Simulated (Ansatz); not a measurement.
Start from `C=C(F)[SiH2]O` and change one atom or group to get `C=C[SiH2]O`.

Ansatz, PBE0-D4/def2-TZVP geometries, multiplicity 1. Each molecule was computed in one conformer, which needn't be the lowest.

```tsv
property	`C=C(F)[SiH2]O`
HOMO energy (B3LYP/def2-TZVPP) / eV	-7.55
LUMO energy (ωB97M-V/def2-TZVPP) / eV	1.57
HOMO–LUMO gap (B3LYP/def2-TZVPP) / eV	6.93
LUMO energy (PBE0/def2-TZVPP) / eV	-0.39
size of the dipole moment (ωB97M-V/def2-TZVPP) / D	1.86
HOMO energy (PBE/def2-TZVPP) / eV	-6.54
```

Problem. What does the change do to each property? (Estimate.)

Solution. Ansatz gave: 
```
                                          property  `C=C[SiH2]O`  shift
               HOMO energy (B3LYP/def2-TZVPP) / eV         -7.73  -0.18
             LUMO energy (ωB97M-V/def2-TZVPP) / eV          1.61   0.04
             HOMO–LUMO gap (B3LYP/def2-TZVPP) / eV          7.04   0.11
                LUMO energy (PBE0/def2-TZVPP) / eV         -0.47  -0.08
size of the dipole moment (ωB97M-V/def2-TZVPP) / D          1.59  -0.27
                 HOMO energy (PBE/def2-TZVPP) / eV         -6.82  -0.28
```

With PBE0 the HOMO falls by 0.18 eV and the LUMO falls by 0.08 eV, so the gap widens by about 0.10 eV. PBE moves the HOMO by -0.28 eV and ωB97M-V by -0.17 eV. Dipoles are sizes alone; their direction can turn.

B3LYP here is the variant with VWN-RPA as its local correlation; programs differ in this.
